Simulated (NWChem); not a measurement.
CH$_{6}$OSi; SMILES CO[SiH3]

```xyz
9

Si     0.0268     1.0485     0.0003
O     -0.5786    -0.5004    -0.0001
C      0.2144    -1.6533     0.0005
H     -1.1458     1.9628     0.0002
H      0.8711     1.2950     1.2129
H      0.8717     1.2956    -1.2117
H      0.8634    -1.7131     0.8944
H     -0.4435    -2.5358     0.0021
H      0.8617    -1.7151    -0.8946
```
Atoms are numbered in this order, from 1.

Program: NWChem. Pople sets run with spherical d functions. All runs use the structure optimised with PBE0/def2-SVP. Core excitations by TDA in a window of 1s orbitals, non-relativistic and unshifted: absolute energies depend strongly on the exact-exchange share.

```json
[
 {"level": "C K edge, PBE0/def2-TZVP", "first 1s excitation (eV)": "278.3", "dipole oscillator strength of the first": "0.0104", "first state with f > 0.002 (eV)": "278.3", "dipole oscillator strength of that state": "0.0104"},
 {"level": "C K edge, PBE/6-311G**", "first 1s excitation (eV)": "269.7", "dipole oscillator strength of the first": "0.0031", "first state with f > 0.002 (eV)": "269.7", "dipole oscillator strength of that state": "0.0031"},
 {"level": "O K edge, PBE/def2-TZVP", "first 1s excitation (eV)": "509.9", "dipole oscillator strength of the first": "0.0028", "first state with f > 0.002 (eV)": "509.9", "dipole oscillator strength of that state": "0.0028"},
 {"level": "O K edge, BHandHLYP/def2-TZVP", "first 1s excitation (eV)": "?", "dipole oscillator strength of the first": "?", "first state with f > 0.002 (eV)": "?", "dipole oscillator strength of that state": "?"}
]
```

Task: Complete the blanks.

Result: 
- O K edge, BHandHLYP/def2-TZVP, first 1s excitation (eV): 532.6
- O K edge, BHandHLYP/def2-TZVP, dipole oscillator strength of the first: 0.0091
- O K edge, BHandHLYP/def2-TZVP, first state with f > 0.002 (eV): 532.6
- O K edge, BHandHLYP/def2-TZVP, dipole oscillator strength of that state: 0.0091
